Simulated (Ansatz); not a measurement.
`F[Si](F)([SiH3])Cl` + `C[SeH]` → `C[Se][SiH3]` + `F[SiH](F)Cl`  (cleavage of the Si–Si bond)

Calculated with Ansatz (gas phase, PBE0-D4/def2-TZVP geometries, no zero-point term in ΔE). CBS: MP2 limit from def2 TZ/QZ plus the TZ coupled-cluster correction, frozen cores. For Se outer-core shells are correlated without core-valence functions, which leaves a few kJ/mol of doubt a bond. Scalar relativity is left out up to krypton.

| species | CCSD(T)/CBS(def2) energy (Eh) |
| --- | --- |
| `F[Si](F)([SiH3])Cl` | -1239.50998 |
| `C[SeH]` | -2441.15625 |
| `C[Se][SiH3]` | -2731.45956 |
| `F[SiH](F)Cl` | -949.23245 |

Q: Work out ΔE.

A: ΔE = (-2731.45956) + (-949.23245) − (-1239.50998) − (-2441.15625) = -0.02578 Eh = -0.70 eV.

Largest T1 diagnostic among the species: 0.012.

From PBE to PBE0 (25 % exact exchange), in def2-TZVPP and without D4, ΔE moves by −0.06 eV. Leaving LDA and LC-ωPBE aside and taking each functional with its dispersion term where it has one, the values, not all of them listed here, spread over 0.16 eV, from PBE-QIDH to PBE-D4.
